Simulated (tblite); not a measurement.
Compound: C3H9FO3Si2.
SMILES with atom numbers: `[CH3:1][O:2][C@H:3]([F:4])[SiH2:5][SiH2:6][C:7](=[O:8])[OH:9]` (hydrogens: H10, H11, H12 on C1; H13 on C3; H14, H15 on Si5; H16, H17 on Si6; H18 on O9)

Computed with GFN2-xTB (tblite), gas phase: L-BFGS steps from a force-field or distance-geometry start until the largest atomic force falls under 0.01 eV/Å.

Step 60: E = -853.8639 eV
```
atom  x, y, z in Å  |  force x, y, z in eV/Å
C1      3.3464   -0.4796    0.1977    0.043  -0.020  -0.060
O2      2.0997    0.1802    0.3789    0.051  -0.043  -0.003
C3      1.4487    0.5299   -0.7803   -0.007  -0.044   0.037
F4      2.1391    1.5626   -1.4139    0.020   0.031  -0.013
Si5    -0.3047    1.1115   -0.2423   -0.027   0.037  -0.013
Si6    -1.5336   -0.8304    0.0891   -0.016  -0.013   0.019
C7     -3.3868   -0.3595    0.1565   -0.016  -0.025  -0.015
O8     -4.1093   -0.4105    1.1185   -0.005   0.032  -0.014
O9     -3.8195    0.0691   -1.0385   -0.007   0.030  -0.005
H10     3.9794   -0.2423    1.0522   -0.091  -0.008   0.006
H11     3.8313   -0.1281   -0.7153    0.060   0.005   0.041
H12     3.2017   -1.5650    0.1359   -0.037   0.063  -0.004
H13     1.4517   -0.2852   -1.5225    0.014  -0.022  -0.015
H14    -0.0932    1.9416    0.9470    0.000   0.012  -0.022
H15    -0.7367    1.9836   -1.3491   -0.044  -0.027   0.054
H16    -1.4368   -1.7764   -1.0337   -0.016  -0.015  -0.021
H17    -1.3237   -1.6054    1.3152    0.063   0.017   0.019
H18    -4.7627    0.3101   -1.0105    0.013  -0.011   0.010
```

Step 61: E = -853.8657 eV
```
atom  x, y, z in Å  |  force x, y, z in eV/Å
C1      3.3470   -0.4796    0.1955    0.102  -0.025  -0.055
O2      2.1046    0.1825    0.3827    0.018  -0.069  -0.022
C3      1.4535    0.5307   -0.7758   -0.032  -0.020   0.007
F4      2.1422    1.5682   -1.4038    0.018   0.035  -0.030
Si5    -0.3035    1.1066   -0.2463   -0.045   0.044   0.001
Si6    -1.5364   -0.8315    0.0914   -0.012  -0.013   0.032
C7     -3.3893   -0.3571    0.1577   -0.008  -0.037  -0.012
O8     -4.1113   -0.4080    1.1201   -0.003   0.037  -0.020
O9     -3.8227    0.0702   -1.0375   -0.001   0.029   0.002
H10     3.9747   -0.2580    1.0574   -0.081  -0.041   0.029
H11     3.8433   -0.1119   -0.7052    0.043   0.013   0.023
H12     3.1988   -1.5632    0.1075   -0.032   0.077   0.019
H13     1.4591   -0.2807   -1.5231    0.027  -0.019   0.015
H14    -0.1001    1.9418    0.9417   -0.001   0.011  -0.040
H15    -0.7351    1.9656   -1.3635   -0.042  -0.016   0.062
H16    -1.4409   -1.7805   -1.0288   -0.017  -0.019  -0.018
H17    -1.3272   -1.6000    1.3228    0.058   0.020   0.001
H18    -4.7657    0.3112   -1.0082    0.007  -0.008   0.006
```

Step 62: E = -853.8677 eV
```
atom  x, y, z in Å  |  force x, y, z in eV/Å
C1      3.3496   -0.4796    0.1920    0.107  -0.013  -0.019
O2      2.1120    0.1859    0.3865   -0.025  -0.074  -0.037
C3      1.4585    0.5318   -0.7704   -0.040   0.015  -0.031
F4      2.1441    1.5757   -1.3945    0.006   0.026  -0.034
Si5    -0.3031    1.1015   -0.2502   -0.047   0.021   0.017
Si6    -1.5394   -0.8338    0.0941   -0.008  -0.012   0.032
C7     -3.3918   -0.3551    0.1581    0.002  -0.037  -0.005
O8     -4.1128   -0.4038    1.1217   -0.004   0.035  -0.021
O9     -3.8262    0.0725   -1.0365    0.009   0.019   0.005
H10     3.9683   -0.2790    1.0643   -0.051  -0.071   0.053
H11     3.8575   -0.0943   -0.6931    0.051   0.032  -0.019
H12     3.1926   -1.5584    0.0752   -0.013   0.048   0.032
H13     1.4693   -0.2760   -1.5223    0.030  -0.015   0.041
H14    -0.1095    1.9422    0.9356    0.000   0.018  -0.048
H15    -0.7338    1.9436   -1.3786   -0.047   0.011   0.053
H16    -1.4444   -1.7860   -1.0240   -0.019  -0.018  -0.004
H17    -1.3306   -1.5932    1.3318    0.052   0.018  -0.016
H18    -4.7692    0.3125   -1.0049   -0.001  -0.001   0.002
```

Step 63: E = -853.8693 eV
```
atom  x, y, z in Å  |  force x, y, z in eV/Å
C1      3.3572   -0.4808    0.1861    0.105  -0.012  -0.009
O2      2.1205    0.1828    0.3927   -0.041  -0.074  -0.080
C3      1.4656    0.5333   -0.7616   -0.027   0.046  -0.060
F4      2.1479    1.5889   -1.3758   -0.023  -0.013  -0.016
Si5    -0.3048    1.0946   -0.2580   -0.032   0.000   0.023
Si6    -1.5449   -0.8374    0.0992    0.000  -0.010   0.017
C7     -3.3964   -0.3527    0.1593    0.004  -0.028   0.002
O8     -4.1153   -0.3976    1.1247   -0.002   0.028  -0.022
O9     -3.8337    0.0764   -1.0339    0.015   0.004   0.006
H10     3.9607   -0.3137    1.0772   -0.047  -0.108   0.004
H11     3.8792   -0.0611   -0.6780    0.016  -0.007   0.046
H12     3.1913   -1.5548    0.0243    0.034   0.114   0.045
H13     1.4868   -0.2680   -1.5217    0.020   0.004   0.063
H14    -0.1284    1.9491    0.9214    0.002   0.016  -0.064
H15    -0.7267    1.9147   -1.4053   -0.053   0.025   0.058
H16    -1.4486   -1.7972   -1.0139   -0.023  -0.008   0.019
H17    -1.3422   -1.5843    1.3461    0.052   0.017  -0.030
H18    -4.7771    0.3141   -0.9980    0.001   0.007  -0.002
```

Problem. Estimate the geometry and energy of step 64. (The exact step hangs on the optimiser's Hessian estimate; all steps are aligned on step 63, rigid shifts and turns removed.)

Solution. E = -853.8708 eV, largest force 0.146 eV/Å
```
atom  x, y, z in Å  |  force x, y, z in eV/Å
C1      3.3613   -0.4804    0.1833   -0.062   0.067   0.079
O2      2.1305    0.1948    0.3910   -0.079  -0.018  -0.069
C3      1.4683    0.5373   -0.7612    0.008   0.071  -0.073
F4      2.1431    1.5965   -1.3822   -0.042  -0.040   0.002
Si5    -0.3060    1.0906   -0.2574    0.000  -0.088   0.039
Si6    -1.5458   -0.8429    0.1018    0.004   0.005  -0.021
C7     -3.3968   -0.3538    0.1584    0.011   0.004   0.013
O8     -4.1156   -0.3902    1.1243   -0.002   0.007  -0.011
O9     -3.8329    0.0790   -1.0340    0.028  -0.022  -0.002
H10     3.9505   -0.3356    1.0833    0.035  -0.105   0.095
H11     3.8966   -0.0568   -0.6634    0.087   0.065  -0.095
H12     3.1719   -1.5414    0.0052    0.064  -0.088   0.009
H13     1.4962   -0.2662   -1.5184    0.001   0.000   0.054
H14    -0.1324    1.9460    0.9186    0.005   0.043  -0.033
H15    -0.7328    1.8968   -1.4066   -0.074   0.080  -0.001
H16    -1.4522   -1.8028   -1.0131   -0.021   0.001   0.043
H17    -1.3368   -1.5812    1.3516    0.042   0.000  -0.025
H18    -4.7760    0.3166   -0.9965   -0.003   0.018  -0.004
```

The energy changes by -0.0015 eV. The first-order estimate −F·Δx gives -0.0043 eV and the mean of the old and new forces, exact on a quadratic surface, -0.0016 eV. The step makes an angle of 75° with the force vector and moves no atom by more than 0.030 Å.

The cost below is that of the whole relaxation. Hardware: an Arm Neoverse N1 with one thread (shared host). Cost: 3.4 s.
